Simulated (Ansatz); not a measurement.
Species: CH3Cl2Ga, charge 0, multiplicity 1. SMILES: [CH3][Ga]([Cl])[Cl]
Coordinates optimised at B3LYP-D3(BJ)/def2-TZVP (Ansatz, a quantum-chemistry and plane-wave program):
```
Ga
C 1 1.9567
H 2 1.0883 1 109.96
H 2 1.0885 3 110.41 1 121.38
H 2 1.0907 3 108.99 4 119.50
Cl 1 2.1544 2 123.10 3 -27.16
Cl 1 2.1545 2 122.98 3 153.51
```
Charge 0, spin multiplicity 1.

Parts of the frozen-core correlation energy in def2-SVPD (Ansatz, hartree). Frozen orbitals: 25; correlated occupied orbitals by spin: 12 and 12; virtual: 99 and 99. Spin-orbit coupling is left out. Non-relativistic.

```json
[
 {"term": "reference (HF)", "value": "-2881.44572"},
 {"term": "MP2 opposite-spin", "value": "-0.37519"},
 {"term": "MP2 same-spin", "value": "-0.12688"},
 {"term": "CCSD correlation", "value": "-0.54508"},
 {"term": "(T)", "value": "-0.01606"},
 {"term": "T1 diagnostic", "value": "0.010"},
 {"term": "largest doubles amplitude", "value": "0.018"}
]
```
